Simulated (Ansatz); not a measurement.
Reaction (redistribution): `N[Si](F)(F)Cl` + `O[SiH](Cl)[S][GeH2][Cl]` → `F[Si](F)(Cl)[S][GeH2][Cl]` + `N[SiH](O)Cl`

Calculated with Ansatz (gas phase, PBE0-D4/def2-TZVP geometries, no zero-point term in ΔE). CCSD(T)/CBS is the MP2 limit (def2-TZVPP, def2-QZVPP) plus CCSD(T) − MP2 in def2-TZVPP, frozen cores. This one scheme is used for every species. Functionals use def2-TZVPP. B3LYP here is the variant with VWN-RPA as its local correlation; programs differ in this. For Ge outer-core shells are correlated without core-valence functions, which leaves a few kJ/mol of doubt a bond. Scalar relativity is left out up to krypton. Each species was taken in one conformer, which may not be the lowest.

| level | ΔE (eV) |
| --- | --- |
| PBE0-D4 | 0.13 |
| B3LYP-D4 | 0.12 |
| ωB97M-V | 0.12 |
| B2PLYP | 0.13 |
| PBE0 | 0.13 |
| HF/def2-TZVPP | 0.16 |
| CCSD(T)/def2-TZVPP | 0.14 |
| HF/def2-QZVPP | 0.15 |

(1) What does CCSD(T)/CBS give? (Best estimate.)

Largest T1 diagnostic among the species: 0.011.

Results:

(1) Ansatz gave: +0.14 eV. The listed levels differ from it by -0.01, -0.02, -0.02, -0.01, -0.01, 0.02, 0.00, 0.01 eV.
